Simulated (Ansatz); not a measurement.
One change: `C#C[SiH3]` becomes `COC#C[SiH3]`.

Ansatz, PBE0-D4/def2-TZVP geometries, multiplicity 1. 

```tsv
property	`C#C[SiH3]`
HOMO–LUMO gap (B3LYP/def2-TZVPP) / eV	7.77
HOMO energy (ωB97M-V/def2-TZVPP) / eV	-10.57
HOMO–LUMO gap (PBE0/def2-TZVPP) / eV	8.22
size of the dipole moment (ωB97M-V/def2-TZVPP) / D	0.43
LUMO energy (PBE0/def2-TZVPP) / eV	-0.10
size of the dipole moment (PBE/def2-TZVPP) / D	0.38
```

Q: Give the same properties after the change, and the shifts. (Best estimate.)

A: The calculation gave: 
| property | `COC#C[SiH3]` | shift |
| --- | --- | --- |
| HOMO–LUMO gap (B3LYP/def2-TZVPP) / eV | 7.02 | -0.75 |
| HOMO energy (ωB97M-V/def2-TZVPP) / eV | -9.32 | 1.25 |
| HOMO–LUMO gap (PBE0/def2-TZVPP) / eV | 7.46 | -0.76 |
| size of the dipole moment (ωB97M-V/def2-TZVPP) / D | 2.77 | 2.34 |
| LUMO energy (PBE0/def2-TZVPP) / eV | 0.35 | 0.45 |
| size of the dipole moment (PBE/def2-TZVPP) / D | 2.80 | 2.42 |

With PBE0 the HOMO rises by 1.21 eV and the LUMO rises by 0.45 eV, so the gap narrows by about 0.76 eV. PBE moves the HOMO by 1.22 eV and ωB97M-V by 1.25 eV. Dipoles are sizes alone; their direction can turn.

B3LYP here is the variant with VWN-RPA as its local correlation; programs differ in this.
